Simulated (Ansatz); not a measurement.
Total energies of the cluster Rb3 (the lowest doublet isomer of a short search) from Ansatz at PBE/def2-TZVP, gas phase (1 Eh = 27.2114 eV = 2625.5 kJ/mol). The reference geometry is relaxed at B3LYP/def2-TZVP.

```csv
atom,x (Å),y (Å),z (Å)
Rb1,-3.382,0.314,-1.489
Rb2,3.008,1.418,1.641
Rb3,0.375,-1.732,-0.152
```

```
                 state                    geometry  energy (Eh)
      charge 0 doublet                   reference    -72.27527
      charge 1 singlet                   reference    -72.14497
      charge 0 quartet  relaxed at B3LYP/def2-TZVP    -72.24915
free Rb atom (doublet)                           –    -24.08221
```

In the def2 sets Rb takes a core potential; there is no spin–orbit coupling.

**Question.** Work out the vertical ionisation energy to the singlet.

**Answer.** E(charge 1 singlet) − E(charge 0 doublet) = -72.14497 − (-72.27527) = 0.13030 Eh = 3.55 eV. For comparison, −ε of the highest occupied level of the spin that leaves is 2.24 eV at this level, 1.31 eV less.

**Question.** Which of the charge 0 states is lowest, and how far above it are the others?

**Answer.** The doublet. quartet: -72.24915 − (-72.27527) = 0.02612 Eh = 68.6 kJ/mol. The quartet has fallen apart, so its energy is that of loose fragments and no spin gap. The quartet differs in its bonds from the reference.

**Question.** What is the binding energy per atom against free atoms?

**Answer.** Atoms: 3 × (-24.08221) = -72.24663 Eh. Binding: -72.24663 − (-72.27527) = 0.02864 Eh = 0.78 eV, or 0.26 eV for each of 3 atoms (no zero-point energy, no counterpoise term).

The restricted singlet is unstable towards broken spin symmetry in Hartree–Fock (as tested in another run); at PBE/def2-TZVP this wasn't settled. 

The structure comes from a short search, and lower isomers may exist.
